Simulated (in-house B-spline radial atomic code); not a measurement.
Values are calculated unless marked as measured or tabulated.
# Correlation energy from the adiabatic connection: −V exp(−r²/w²), V = 7.69, w = 6.38

Two electrons in a singlet, external potential −V exp(−r²/w²), V = 7.69, w = 6.38 (atomic units). Full CI in B-splines (partial waves to l = 8, correlation up to 0.6 % small) with the density held fixed gives W(λ) = <V_ee>_λ − U, and E_c is the integral of W(λ) − W(0) from 0 to 1.

| λ | W(λ) − W(0) (hartree) |
| --- | --- |
| 0 | 0.00000 |
| 0.02 | -0.00199 |
| 0.05 | -0.00491 |
| 0.12 | -0.01145 |
| 0.25 | -0.02262 |
| 0.4 | -0.03414 |
| 0.6 | -0.04753 |
| 0.8 | -0.05907 |
| 1 | -0.06908 |

**Question.** Integrate the table by the trapezoid rule.

**Answer.** The strips give -0.00002, -0.00010, -0.00057, -0.00221, -0.00426, -0.00817, -0.01066, -0.01281, which sum to -0.03881 hartree. The direct value, W(1) − W(0) + T_c with T_c = 0.03015, is -0.03893; the curve is convex, so chords lie above it and the trapezoids fall short in size by 0.30 %.

**Question.** Now use only three numbers: W(0) = -0.55903, the initial slope W'(0) = -0.1003 (extrapolated from the first points) and the strong-coupling limit of the point-charge-plus-continuum model, W∞ = -0.76412. What do second-order theory and the interpolation W(λ) = W∞ + (W(0) − W∞)/√(1 + 2χλ) of Seidl, Perdew and Levy give?

**Answer.** Second order keeps the slope alone: E_c = W'(0)/2 = -0.05015, +29 % in size against -0.03893. Matching the slope fixes χ = W'(0)/(W∞ − W(0)) = -0.1003/(-0.20509) = 0.48905. Integrating, with s = √(1 + 2χ) = 1.406452, E_c = −(W(0) − W∞)(s − 1)/(s + 1) = −0.20509 × 0.406452/2.406452 = -0.03464 hartree, -11.0 % in size against the full result. At λ = 1 the formula gives W − W(0) = -0.05927 against -0.06908. Part of the miss can come from the model's W∞.
